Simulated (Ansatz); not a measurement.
```yaml
crystal:
  periodic: [true, true, true]
  atoms:
    - {symbol: B, position_ang: [-0.559157, 1.628196, 0.662607]}
    - {symbol: O, position_ang: [0.288449, 0.812171, 0.001904]}
    - {symbol: Si, position_ang: [0.503661, -0.827346, 0.073670]}
    - {symbol: S, position_ang: [-0.511207, -1.830445, -1.496868]}
    - {symbol: H, position_ang: [-1.296519, 1.178357, 1.500696]}
    - {symbol: H, position_ang: [-0.542821, 2.795125, 0.391991]}
    - {symbol: H, position_ang: [1.962434, -1.045272, -0.019958]}
    - {symbol: H, position_ang: [-0.077632, -1.367657, 1.324584]}
    - {symbol: H, position_ang: [0.321292, -1.389329, -2.455625]}
basis:
  gaussian: {orbitals: STO-3G}
total_charge: -1
magnetization: {spin_polarized: true, initial_magnetization: 1}
hamiltonian: {xc: {name: BLYP}, dispersion: d4}
```

```sh
$ ansatz run in.yaml --threads 2 --pin off --events-out ev --progress --plain --max-ram 4352MiB
```

How does Ansatz answer? (Estimate.)

The calculation gave: The program refused the input.
```
Error: YAML parse error: error: line 2 column 3: crystal: missing field `lattice` (a structure is typed as `lattice` and `atoms`, a molecule's as `atoms` in Å alone, or read from a run's directory, `checkpoint`)
 --> <input>:2:3
1 | crystal:
2 |   periodic: [true, true, true]
3 |   atoms:
4 |     - {symbol: B, position_ang: [-0.559157, 1.628196, 0.662607]}
```
